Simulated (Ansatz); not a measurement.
C₂H₃F₂NSi, SMILES `C[Si](F)(F)C#N`. The species carries charge 0 and has multiplicity 1.

Cartesian coordinates in Å:
```
C 0.707 0.930 0.475
Si -0.079 -0.291 -0.634
F -0.869 0.403 -1.812
F 0.977 -1.274 -1.275
C -1.300 -1.348 0.259
N -2.048 -1.977 0.867
H -0.046 1.590 0.912
H 1.234 0.425 1.287
H 1.424 1.541 -0.078
```

Task: List the harmonic frequencies (cm⁻¹, unscaled) at PBE0-D4/def2-TZVP in Ansatz. (An estimate is asked.)

Result: The calculation gave: 126, 132, 148, 223, 270, 308, 389, 409, 579, 742, 785, 818, 929, 988, 1295, 1438, 1441, 2347, 3060, 3149, 3150.

Task: Is this a minimum?

Result: Yes, all 21 modes are real.

Task: Give the ideal-gas thermochemistry at 298.15 K and 1 bar (rigid rotor, harmonic oscillator; point group Cs, symmetry number 1).

Result: Zero-point energy 135.9 kJ/mol; H(298) − E = 157.8 kJ/mol; entropy 352.4 J/(mol·K), of which translation 167.1, rotation 114.5, vibration 70.7; G(298) − E = 52.8 kJ/mol.
